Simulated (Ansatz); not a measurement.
The cluster AgI2 was relaxed with PBE0-D4 (def2-TZVP) in Ansatz in these states: neutral doublet, neutral quartet. The geometries follow in no particular order.

In the def2 sets Ag, I take a core potential; there is no spin–orbit coupling.

A:

```xyz
3

Ag    0.0001    0.0007   -0.0001
I    -2.0297    0.3359    1.5466
I     2.0296   -0.3366   -1.5466
```

B:

```xyz
3

Ag    0.017   -0.010   -0.013
I     1.113   -1.812    2.839
I    -1.130    1.822   -2.826
```

Task: Judge from the bond lengths which geometry belongs to which state (an estimate).

Result: A is the neutral doublet (Ag1–I3 2.574 Å, Ag1–I2 2.574 Å); B is the neutral quartet (Ag1–I3 3.547 Å, Ag1–I2 3.547 Å).

At PBE0-D4/def2-TZVP a doublet lies 3.77 eV below the neutral quartet. These are the stationary points nearest to one start from a short search; other shapes may lie lower in each state.
